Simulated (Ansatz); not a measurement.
Harmonic frequencies (cm⁻¹) at PBE0-D4/def2-TZVP from Ansatz: 83, 143, 168, 404, 472, 511, 558, 619, 654, 734, 789, 831, 857, 887, 933, 940, 1040, 1363, 2188, 2208, 2217, 2226, 2705, 3597.

(1) Which molecule is it?
A. `[SiH3][CH](Cl)[In]([TeH])[I]`
B. `[SiH3][SiH]1BN1`
C. `OC1=COC1`
D. `B1N[SiH2][SiH2]1`

Results:

(1) B.
